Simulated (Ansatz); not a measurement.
Ansatz results at the PBE0-D4/def2-TZVP geometry: HOMO–LUMO gap (ωB97M-V/def2-TZVPP) 9.48 eV; HOMO energy (ωB97M-V/def2-TZVPP) -8.45 eV; size of the dipole moment (B3LYP/def2-TZVPP) 1.43 D.

**Question.** Which molecule gave them?
A. `S[SiH]1BO1`
B. `[TeH]C1=CCO1`
C. `C[C]1=[CH][AlH]1`
D. `CSS[SiH2][SiH3]`

**Answer.** B. The others give `S[SiH]1BO1`: 9.99, -9.23, 1.23; `C[C]1=[CH][AlH]1`: 9.41, -8.52, 0.69; `CSS[SiH2][SiH3]`: 10.12, -8.93, 1.64.

B3LYP here is the variant with VWN-RPA as its local correlation; programs differ in this.
